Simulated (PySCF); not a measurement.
**Magnetic susceptibility: `CCC[P@H](=[Se])CC`, C5H13PSe**

Geometry:
```tsv
atom	x (Å)	y (Å)	z (Å)
C1	-3.327	-0.401	-0.456
C2	-2.062	-0.088	0.332
C3	-0.817	-0.163	-0.548
P4	0.664	0.322	0.427
Se5	0.593	2.217	1.283
C6	2.116	-0.008	-0.657
C7	3.403	0.238	0.117
H8	-4.198	-0.341	0.190
H9	-3.279	-1.403	-0.877
H10	-3.454	0.310	-1.269
H11	-2.132	0.916	0.759
H12	-1.959	-0.793	1.163
H13	-0.677	-1.168	-0.953
H14	-0.899	0.544	-1.380
H15	0.756	-0.725	1.352
H16	2.063	-1.033	-1.030
H17	2.041	0.680	-1.505
H18	3.411	1.253	0.510
H19	4.270	0.107	-0.525
H20	3.482	-0.451	0.957
```

Method: GIAO B3LYP/pcseg-1 magnetisability, rotational g tensor and spin-rotation constants, non-relativistic, gas phase (PySCF). Geometry: GFN2-xTB.

The calculation is non-relativistic, which matters for the atoms heavier than Zn.

Problem. How diamagnetic is it, and how anisotropic?

Solution. Isotropic -1863 × 10⁻³⁰ J/T², or -112.2 × 10⁻⁶ cm³/mol; principal values -1907, -1873, -1809 × 10⁻³⁰ J/T², anisotropy 86 × 10⁻³⁰ J/T² (root of half the summed squared differences of the principal values). The susceptibility is in cgs units.

Problem. Split it along the inertial axes a, b, c into diamagnetic and paramagnetic parts about the centre of mass, with the quadrupole moment.

Solution. 
```csv
axis,χ (10⁻⁶ cm³/mol),diamagnetic (10⁻⁶ cm³/mol),paramagnetic (10⁻⁶ cm³/mol),summed x² of all electrons (Å²),quadrupole Θ (D Å)
a,-113.2,-811.8,698.6,336.2,+0.41
b,-109.5,-1553.0,1443.6,161.5,+1.13
c,-113.9,-2111.5,1997.6,29.9,-1.53
```
Anisotropies 2χaa − χbb − χcc = -3.0 and 2χbb − χaa − χcc = +8.2 × 10⁻⁶ cm³/mol. Θ is traceless in Buckingham's convention.

Problem. And the rotational g tensor?

Solution. 
| axis | rotational constant (GHz) | g | nuclear part | electronic part |
| --- | --- | --- | --- | --- |
| a | 1.6867 | -0.0023 | 0.5513 | -0.5536 |
| b | 0.8828 | -0.0029 | 0.5958 | -0.5987 |
| c | 0.6074 | -0.0003 | 0.5697 | -0.5700 |

Asymmetric top; isotopes 12C, 1H, 31P, 80Se; no vibrational averaging.
